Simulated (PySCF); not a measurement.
**Gas-phase XPS of `CCC[N](C)[AlH2]`, computed**

C4H12AlN.
Structure used (PBE0-D3(BJ)/def2-SVP), in Å, numbered top down from 1:
```
atom  x, y, z in Å
C1     2.0076    0.2030   -0.8510
C2     1.4686   -0.5520    0.3545
C3     0.0188   -0.9962    0.2276
N4    -0.9574    0.0724    0.2110
C5    -2.2662   -0.4136   -0.1653
Al6   -0.7614    1.7907    0.6759
H7     3.0773    0.4319   -0.7324
H8     1.8890   -0.3880   -1.7732
H9     1.4925    1.1635   -1.0098
H10    1.5916    0.0555    1.2686
H11    2.0775   -1.4566    0.5163
H12   -0.0825   -1.5894   -0.7058
H13   -0.2143   -1.7055    1.0492
H14   -2.2601   -0.8629   -1.1780
H15   -2.6329   -1.1950    0.5298
H16   -3.0061    0.4015   -0.1666
H17   -2.0693    2.6806    0.5341
H18    0.6195    2.3666    1.2031
```

Theory: PySCF 2.14.0, delta-SCF UKS SCAN, pcX-2 on the ionised atom, pcseg-1 elsewhere, spin-free X2C. These are vertical core ionisation energies against the vacuum level, from separate self-consistent calculations with and without the core hole.

Q: What binding energy does each computed site have?

A: 
| atom(s) | bonded to | level | binding energy (eV) | above the level's lowest (eV) | count |
| --- | --- | --- | --- | --- | --- |
| C1 | C and 3 H | C 1s | 290.51 | 0.00 | 1 |
| C2 | 2 C and 2 H | C 1s | 290.55 | +0.04 | 1 |
| C3 | N, C and 2 H | C 1s | 291.16 | +0.65 | 1 |
| C5 | N and 3 H | C 1s | 291.25 | +0.74 | 1 |
| N4 | 2 C and Al | N 1s | 403.77 | 0.00 | 1 |
| Al6 | N and 2 H | Al 1s | 1566.21 | 0.00 | 1 |

Lowest listed C 1s: C1, bonded to C and 3 H. Highest, 0.74 eV above it: C5, bonded to N and 3 H. The values 290.51 and 290.55 eV lie too close for their order to be trusted.

Q: Which photon energy gives electrons from C 1s of C1 a kinetic energy of 20 eV, and what is their de Broglie wavelength?

A: hν = 290.51 + 20 = 310.51 eV, recoil neglected; λ = 12.264 Å/√(E/eV) = 2.74 Å.

Q: Which effective nuclear charge Zeff reproduces each element's mean 1s value in the hydrogen-like formula E = 13.606 eV × Zeff²?

A: C (Z = 6): mean 290.9 eV, Zeff = 4.62, Z − Zeff = 1.38; N (Z = 7): mean 403.8 eV, Zeff = 5.45, Z − Zeff = 1.55; Al (Z = 13): mean 1566.2 eV, Zeff = 10.73, Z − Zeff = 2.27. Means run over the listed sites, weighted by atom count.

Geometry: PBE0-D3(BJ)/def2-SVP, one conformer, isolated molecule.
